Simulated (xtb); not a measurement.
SeHI, SMILES I[SeH]. All values are semi-empirical tight-binding results from xtb (GFN2-xTB unless named), good for trends rather than for accurate numbers. Coordinates come from a GFN2-xTB optimisation.

```
Quantity                                         Value
--------------------------------------  --------------
point group as xtb finds it                         Cs
orbital gap                                    2.76 eV
zero-point energy                         4.3 kcal/mol
G − E(el) at 298.15 K (modified RRHO)   -13.1 kcal/mol
static polarisability (D4 model)            62.3 bohr³
solvation energy, GFN2-xTB/ALPB(water)   -1.1 kcal/mol
solvation energy, GFN2-xTB/ALPB(dmso)    -5.6 kcal/mol
```
